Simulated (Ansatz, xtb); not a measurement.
## A geometry optimisation of FH3N2Si+ with r2SCAN-D4/def2-SVP

The starting geometry of this gas-phase doublet was built from a drawn formula by distance geometry and a force field; its bonds are those of `[NH][NH2+][Si]F`.

```
atom    x (Å)    y (Å)   z (Å)
   F   1.8934   1.1584  0.0657
   N   0.0418  -1.2355  2.6088
   N   0.4684  -0.6739  1.3572
  Si   1.5170   0.7238  1.5660
   H  -0.5354  -2.0638  2.5162
   H  -0.3082  -0.4128  0.7906
   H   1.0752  -1.3608  0.8840
```

Question: Predict what becomes of its bonds when it is optimised with r2SCAN-D4/def2-SVP.

Answer: It rearranges, giving a structure given below by its coordinates. Contacts that open: N3–Si4 (1.76 → 2.85 Å). Contacts that close: N2–Si4 (2.67 → 1.91 Å).

The energy falls by 2.82 eV over 31 steps:

```
step  E − E(last) (eV)
   1             2.820
   4             1.832
   8             1.673
  11             1.656
  14             1.650
  18             1.519
  21             0.825
  24             0.153
  28             0.003
  31             0.000
```

Final geometry (Å):

```xyz
7

F     2.1599    0.6205    0.8509
N     0.3083   -0.5445    2.0422
N     0.1635   -1.1430    0.8855
Si    1.6385    0.7811    2.3889
H    -0.3659   -0.8566    2.7507
H    -0.5608   -1.8482    0.7350
H     0.8085   -0.8741    0.1353
```

From the same start GFN2-xTB reaches the same bonding as this run.

The end wasn't checked by frequencies. Open shells are spin-unrestricted. Run with Ansatz 0.2.0, 110 s on 1 thread of Intel(R) Xeon(R) 6975P-C (Granite Rapids), with other jobs on the host.
